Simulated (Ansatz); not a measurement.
Consider the formal exchange of groups at the Se–Si bond: `C[Se][SiH2]Cl` + `[BH2][AlH2]` → `C[Se][BH][AlH2]` + `[SiH3]Cl`.

Isolated molecules relaxed with PBE0-D4/def2-TZVP in Ansatz; ΔE leaves out vibrations. CCSD(T)/CBS is the MP2 limit (def2-TZVPP, def2-QZVPP) plus CCSD(T) − MP2 in def2-TZVPP, frozen cores. This one scheme is used for every species. Functionals use def2-TZVPP. B3LYP here is the variant with VWN-RPA as its local correlation; programs differ in this. For Se outer-core shells are correlated without core-valence functions, which leaves a few kJ/mol of doubt a bond. Scalar relativity is left out up to krypton. Each species was taken in one conformer, which may not be the lowest.

| level | ΔE (kJ/mol) | difference from CCSD(T)/CBS |
| --- | --- | --- |
| r2SCAN-D4 | -52.3 | -3.9 |
| B3LYP-D4 | -46.4 | 2.0 |
| B2PLYP | -49.9 | -1.5 |
| PBE | -55.8 | -7.4 |
| r2SCAN | -52.6 | -4.2 |
| CCSD/def2-TZVPP | -48.9 | -0.5 |
| CCSD(T)/def2-TZVPP | -53.4 | -5.0 |
| MP2/def2-QZVPP | -48.8 | -0.4 |
| HF/CBS(def2) | -31.6 | 16.8 |
| MP2/CBS(def2) | -46.8 | 1.6 |
| CCSD(T)/CBS | -48.4 | 0 |

Largest T1 diagnostic among the species: 0.014.

From PBE to PBE0 (25 % exact exchange), in def2-TZVPP and without D4, ΔE moves by +5.5 kJ/mol. In def2-TZVPP, CCSD(T) changes the Hartree–Fock value by −21.3 kJ/mol (the triples alone add −4.4 kJ/mol) and MP2 by −19.7 kJ/mol.
